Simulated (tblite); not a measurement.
Record of a relaxation.

Species: C₅H₁₁NOSi₂.
Numbering: `[CH:1]#[C:2][CH2:3][C@@H:4]1[CH2:5][SiH2:6][O:7][Si@H:8]1[NH2:9]` (hydrogens: H10 on C1; H11, H12 on C3; H13 on C4; H14, H15 on C5; H16, H17 on Si6; H18 on Si8; H19, H20 on N9)

Computed with GFN2-xTB (tblite), gas phase: L-BFGS steps from a force-field or distance-geometry start until the largest atomic force falls under 0.01 eV/Å. 9 of its 101 geometries are shown.

Step 0: E = -728.3321 eV, largest atomic force 3.236 eV/Å
```
atom  x, y, z in Å  |  force x, y, z in eV/Å
C1      3.595    0.032   -0.169   -2.921   1.351  -0.337
C2      2.480    0.526   -0.311    3.049  -0.655   0.392
C3      1.151    1.122   -0.445    1.212   0.425  -0.039
C4      0.192    0.162    0.190    0.101  -0.402   0.126
C5      0.342   -1.164   -0.565    0.518  -0.162   0.165
Si6    -1.126   -2.104    0.066   -1.579  -0.637   1.112
O7     -2.320   -0.929    0.474    2.470   0.297  -1.287
Si8    -1.595    0.516   -0.122   -2.498   0.348   0.996
N9     -2.232    1.901    0.757   -0.380  -0.127  -0.908
H10     4.543   -0.399   -0.036   -0.074  -0.007  -0.037
H11     1.132    2.130    0.018    0.061  -0.417  -0.264
H12     0.946    1.196   -1.532   -0.059   0.203   0.500
H13     0.355   -0.009    1.283    0.261   0.281  -0.768
H14     1.328   -1.636   -0.331   -0.730   0.352  -0.559
H15     0.214   -0.973   -1.650    0.541  -0.213   0.543
H16    -1.693   -2.939   -0.961   -0.300  -0.182  -0.210
H17    -0.672   -2.859    1.249   -0.365   0.245  -0.060
H18    -1.865    0.560   -1.572   -0.012   0.016   0.128
H19    -1.587    2.701    0.801   -0.821  -0.543  -0.092
H20    -3.194    2.177    0.442    1.527  -0.173   0.599
```

Step 12: E = -729.0879 eV, largest atomic force 0.348 eV/Å
```
atom  x, y, z in Å  |  force x, y, z in eV/Å
C1      3.620    0.076   -0.157    0.134  -0.025  -0.006
C2      2.577    0.639   -0.310   -0.263   0.117  -0.054
C3      1.234    1.168   -0.470   -0.048  -0.079   0.040
C4      0.220    0.173    0.112    0.035  -0.159   0.000
C5      0.352   -1.224   -0.543    0.071   0.091   0.096
Si6    -1.158   -2.210    0.073   -0.060   0.046   0.032
O7     -2.174   -0.941    0.346   -0.065   0.062  -0.025
Si8    -1.639    0.531   -0.139    0.102   0.136  -0.048
N9     -2.261    1.861    0.766   -0.055  -0.084  -0.035
H10     4.551   -0.392   -0.043    0.064   0.034   0.026
H11     1.148    2.137    0.041    0.036  -0.132  -0.105
H12     1.029    1.312   -1.538    0.062   0.051   0.089
H13     0.430    0.076    1.195   -0.071  -0.011  -0.341
H14     1.330   -1.679   -0.329   -0.283   0.158  -0.121
H15     0.267   -1.090   -1.633    0.197  -0.113   0.253
H16    -1.826   -3.024   -0.946    0.106   0.035   0.120
H17    -0.902   -2.864    1.357   -0.113   0.038  -0.078
H18    -1.951    0.615   -1.574   -0.006   0.046   0.016
H19    -1.655    2.663    0.827    0.010  -0.015   0.053
H20    -3.196    2.183    0.553    0.146  -0.196   0.087
```

Step 25: E = -729.1963 eV, largest atomic force 0.163 eV/Å
```
atom  x, y, z in Å  |  force x, y, z in eV/Å
C1      3.682    0.143   -0.175   -0.041   0.052   0.002
C2      2.606    0.634   -0.366    0.068  -0.079   0.115
C3      1.260    1.146   -0.532    0.073   0.003  -0.105
C4      0.216    0.164    0.004    0.035   0.123   0.072
C5      0.349   -1.272   -0.520   -0.038   0.004   0.092
Si6    -1.219   -2.166    0.091   -0.088   0.007  -0.038
O7     -2.216   -0.867    0.201   -0.100   0.007  -0.127
Si8    -1.616    0.588   -0.260    0.012   0.008   0.040
N9     -2.189    1.766    0.854   -0.076   0.050  -0.048
H10     4.638   -0.261   -0.013   -0.038   0.030  -0.042
H11     1.176    2.096    0.010   -0.015  -0.056  -0.041
H12     1.092    1.351   -1.590   -0.036  -0.025  -0.137
H13     0.369    0.116    1.085    0.009  -0.015   0.162
H14     1.274   -1.721   -0.166    0.115  -0.031  -0.107
H15     0.372   -1.265   -1.615    0.087  -0.019   0.091
H16    -1.788   -3.056   -0.911   -0.038  -0.040  -0.043
H17    -1.160   -2.752    1.426    0.042   0.045  -0.011
H18    -1.970    0.767   -1.677    0.022   0.033   0.077
H19    -1.704    2.643    0.944    0.094  -0.053  -0.061
H20    -3.176    1.955    0.799   -0.087  -0.043   0.108
```

Step 38: E = -729.2680 eV, largest atomic force 0.137 eV/Å
```
atom  x, y, z in Å  |  force x, y, z in eV/Å
C1      3.730    0.211   -0.186    0.072  -0.051   0.023
C2      2.615    0.599   -0.372   -0.078   0.106  -0.037
C3      1.271    1.087   -0.593   -0.100   0.003  -0.005
C4      0.213    0.171    0.025   -0.039  -0.101   0.034
C5      0.345   -1.288   -0.441    0.043  -0.032  -0.002
Si6    -1.292   -2.136    0.037    0.004  -0.010   0.026
O7     -2.299   -0.845   -0.076    0.103   0.048   0.024
Si8    -1.611    0.625   -0.309    0.017   0.073   0.043
N9     -2.158    1.692    0.925   -0.012   0.012  -0.008
H10     4.704   -0.138   -0.024    0.080  -0.040   0.019
H11     1.182    2.079   -0.140    0.010   0.063  -0.056
H12     1.101    1.184   -1.668    0.018   0.002  -0.048
H13     0.380    0.175    1.110   -0.074   0.033  -0.016
H14     1.242   -1.744   -0.020   -0.031  -0.022  -0.019
H15     0.469   -1.307   -1.528   -0.008  -0.005   0.024
H16    -1.796   -3.104   -0.926   -0.003  -0.026  -0.018
H17    -1.297   -2.588    1.427   -0.038  -0.007  -0.032
H18    -1.906    0.967   -1.708    0.035   0.013   0.074
H19    -1.749    2.611    0.951   -0.024  -0.009   0.009
H20    -3.148    1.758    1.101    0.024  -0.050  -0.033
```

Step 50: E = -729.2835 eV, largest atomic force 0.112 eV/Å
```
atom  x, y, z in Å  |  force x, y, z in eV/Å
C1      3.738    0.226   -0.184   -0.056   0.032  -0.008
C2      2.628    0.630   -0.383    0.074  -0.065   0.012
C3      1.271    1.075   -0.630    0.061  -0.012  -0.026
C4      0.227    0.167    0.029    0.029   0.016  -0.025
C5      0.351   -1.300   -0.409   -0.030  -0.040  -0.002
Si6    -1.312   -2.128    0.023   -0.004   0.008  -0.004
O7     -2.288   -0.816   -0.131    0.031  -0.008  -0.006
Si8    -1.583    0.652   -0.308   -0.016   0.020   0.028
N9     -2.141    1.668    0.961   -0.103   0.015   0.041
H10     4.718   -0.112   -0.015   -0.047   0.016   0.010
H11     1.161    2.096   -0.249   -0.016  -0.026  -0.022
H12     1.109    1.098   -1.713   -0.001   0.011  -0.011
H13     0.386    0.209    1.113    0.032  -0.016  -0.006
H14     1.228   -1.772    0.032    0.003   0.011   0.032
H15     0.500   -1.337   -1.493   -0.006   0.013   0.000
H16    -1.797   -3.116   -0.939    0.026   0.083   0.030
H17    -1.394   -2.564    1.416   -0.003  -0.013  -0.029
H18    -1.861    1.073   -1.684    0.007  -0.022  -0.011
H19    -1.817    2.620    0.989    0.004  -0.019  -0.008
H20    -3.129    1.642    1.162    0.016  -0.003   0.007
```

Step 62: E = -729.2927 eV, largest atomic force 0.043 eV/Å
```
atom  x, y, z in Å  |  force x, y, z in eV/Å
C1      3.744    0.234   -0.174   -0.004   0.006  -0.001
C2      2.639    0.626   -0.417    0.011  -0.016   0.022
C3      1.283    1.056   -0.689   -0.006  -0.010   0.004
C4      0.249    0.176    0.026   -0.022   0.013  -0.010
C5      0.352   -1.302   -0.385    0.019   0.000   0.013
Si6    -1.324   -2.112    0.020    0.015   0.017  -0.037
O7     -2.282   -0.790   -0.130    0.003   0.022   0.014
Si8    -1.566    0.675   -0.278   -0.029   0.016  -0.015
N9     -2.174    1.653    0.999   -0.017   0.007   0.006
H10     4.718   -0.097    0.031    0.003   0.003   0.004
H11     1.166    2.093   -0.357    0.015  -0.020  -0.027
H12     1.118    1.024   -1.771   -0.019   0.004   0.025
H13     0.449    0.235    1.102    0.003   0.019  -0.017
H14     1.216   -1.771    0.084    0.013  -0.027   0.009
H15     0.521   -1.361   -1.464   -0.002   0.012   0.007
H16    -1.795   -3.057   -0.985   -0.006  -0.007   0.000
H17    -1.448   -2.579    1.397    0.007  -0.020   0.008
H18    -1.817    1.114   -1.655   -0.020  -0.002   0.002
H19    -1.895    2.619    1.037    0.005  -0.010   0.001
H20    -3.159    1.575    1.200    0.031  -0.007  -0.006
```

Step 75: E = -729.2945 eV, largest atomic force 0.022 eV/Å
```
atom  x, y, z in Å  |  force x, y, z in eV/Å
C1      3.749    0.238   -0.168    0.004  -0.004   0.002
C2      2.642    0.613   -0.424   -0.007   0.012   0.017
C3      1.288    1.044   -0.707    0.004   0.004  -0.005
C4      0.248    0.184    0.022    0.005   0.001  -0.006
C5      0.353   -1.299   -0.373   -0.003  -0.005   0.002
Si6    -1.328   -2.106    0.011   -0.008  -0.006   0.008
O7     -2.282   -0.780   -0.128   -0.003  -0.007   0.004
Si8    -1.569    0.685   -0.280    0.002  -0.010  -0.002
N9     -2.174    1.650    1.008    0.006  -0.003   0.006
H10     4.723   -0.083    0.049    0.000  -0.003   0.000
H11     1.181    2.089   -0.397   -0.004  -0.001  -0.011
H12     1.121    0.993   -1.787   -0.003   0.005   0.000
H13     0.451    0.261    1.097   -0.002  -0.003  -0.006
H14     1.207   -1.772    0.111    0.008   0.007   0.009
H15     0.539   -1.362   -1.449   -0.002  -0.007  -0.001
H16    -1.801   -3.042   -1.001    0.001   0.002  -0.006
H17    -1.455   -2.597    1.381    0.001   0.005  -0.015
H18    -1.837    1.127   -1.652   -0.003   0.000   0.002
H19    -1.909    2.619    1.054   -0.001  -0.001  -0.004
H20    -3.153    1.549    1.221    0.005   0.013   0.007
```

Step 88: E = -729.2952 eV, largest atomic force 0.018 eV/Å
```
atom  x, y, z in Å  |  force x, y, z in eV/Å
C1      3.745    0.239   -0.160    0.005  -0.001   0.005
C2      2.639    0.618   -0.418   -0.002   0.008  -0.003
C3      1.287    1.043   -0.715   -0.005  -0.009  -0.002
C4      0.247    0.187    0.016   -0.001  -0.011   0.001
C5      0.354   -1.299   -0.369    0.006   0.001  -0.003
Si6    -1.328   -2.108    0.006    0.002   0.004  -0.005
O7     -2.283   -0.782   -0.120   -0.006   0.001   0.000
Si8    -1.573    0.684   -0.278    0.004   0.004   0.005
N9     -2.166    1.651    1.016    0.008   0.000  -0.007
H10     4.719   -0.083    0.060    0.000   0.000   0.006
H11     1.173    2.092   -0.422    0.000   0.001   0.003
H12     1.130    0.977   -1.796   -0.012   0.005  -0.013
H13     0.449    0.270    1.091    0.000  -0.004  -0.001
H14     1.206   -1.766    0.127   -0.005   0.000  -0.001
H15     0.550   -1.373   -1.442    0.003   0.009   0.005
H16    -1.799   -3.031   -1.020    0.003  -0.004  -0.001
H17    -1.457   -2.611    1.369   -0.005  -0.008   0.009
H18    -1.855    1.127   -1.646    0.001  -0.003  -0.004
H19    -1.901    2.620    1.052    0.001   0.001   0.003
H20    -3.143    1.553    1.238    0.003   0.004   0.003
```

Step 100: E = -729.2956 eV, largest atomic force 0.008 eV/Å
```
atom  x, y, z in Å  |  force x, y, z in eV/Å
C1      3.737    0.242   -0.152    0.006   0.000   0.002
C2      2.635    0.623   -0.422   -0.008   0.002   0.000
C3      1.281    1.044   -0.722   -0.001  -0.003   0.001
C4      0.246    0.186    0.015    0.001  -0.002  -0.001
C5      0.356   -1.300   -0.368    0.002   0.005  -0.004
Si6    -1.327   -2.111    0.002   -0.001  -0.001   0.006
O7     -2.284   -0.785   -0.110   -0.001  -0.002   0.000
Si8    -1.574    0.682   -0.275    0.003   0.003   0.005
N9     -2.155    1.657    1.017    0.004  -0.001   0.000
H10     4.708   -0.081    0.077    0.002   0.004   0.001
H11     1.165    2.092   -0.431    0.001   0.000   0.001
H12     1.121    0.974   -1.803    0.000   0.000  -0.003
H13     0.452    0.271    1.088   -0.001   0.001  -0.002
H14     1.205   -1.766    0.132   -0.003   0.001  -0.004
H15     0.557   -1.373   -1.440   -0.001  -0.002   0.005
H16    -1.792   -3.027   -1.033   -0.004  -0.002  -0.004
H17    -1.460   -2.627    1.361   -0.001  -0.002   0.002
H18    -1.862    1.117   -1.645    0.001   0.002  -0.001
H19    -1.882    2.625    1.049    0.001  -0.003  -0.001
H20    -3.131    1.567    1.249    0.001   0.000  -0.003
```

Problem. Summarise the path.

Solution. The energy falls by 22.22 kcal/mol from step 0 to step 100; nine tenths of that is first reached at step 26. It falls at every step. The largest force goes from 3.236 to 0.008 eV/Å. Among the bonds O7–Si8 changes most, from 1.723 to 1.637 Å; the atoms move by 0.463 Å rms after alignment.

Problem. Follow the three bonds and two angles with the largest change from start to end.

Solution. 
```tsv
step	E above end (kcal/mol)	largest force (eV/Å)	O7–Si8 (Å)	Si6–O7 (Å)	C4–Si8 (Å)	Si6–O7–Si8 (°)	C5–Si6–H17 (°)
0	22.22	3.236	1.723	1.724	1.848	101.4	106.8
4	8.97	0.438	1.644	1.650	1.884	111.2	105.8
9	5.89	0.348	1.649	1.652	1.903	116.4	109.2
13	4.42	0.370	1.638	1.646	1.908	116.1	113.3
17	3.66	0.256	1.640	1.645	1.906	116.0	115.6
22	2.85	0.234	1.639	1.643	1.898	117.0	116.2
26	2.12	0.211	1.641	1.641	1.901	117.4	116.5
30	1.40	0.167	1.639	1.639	1.905	117.6	113.2
35	0.92	0.174	1.640	1.641	1.910	117.5	112.2
39	0.58	0.113	1.638	1.642	1.908	117.4	112.5
43	0.42	0.063	1.637	1.640	1.907	118.4	113.4
48	0.32	0.070	1.637	1.642	1.903	117.9	112.8
52	0.22	0.086	1.639	1.642	1.908	118.3	113.7
57	0.12	0.048	1.637	1.640	1.907	118.4	113.9
61	0.08	0.066	1.637	1.639	1.906	118.4	114.4
65	0.05	0.034	1.637	1.639	1.908	118.3	114.1
70	0.03	0.024	1.637	1.639	1.908	118.5	114.2
74	0.02	0.027	1.637	1.639	1.909	118.5	114.1
78	0.02	0.024	1.638	1.639	1.909	118.6	114.1
83	0.01	0.015	1.638	1.639	1.909	118.6	114.0
87	0.01	0.015	1.637	1.638	1.909	118.7	114.1
91	0.01	0.013	1.637	1.639	1.909	118.6	114.2
96	0.00	0.013	1.637	1.639	1.908	118.6	114.3
100	0.00	0.008	1.637	1.639	1.909	118.6	114.3
```

The cost below is that of the whole relaxation. On one thread of an Arm Neoverse N1, no GPU, shared host with 64 logical CPUs at a one-minute load of 60, this took 1.7 s.
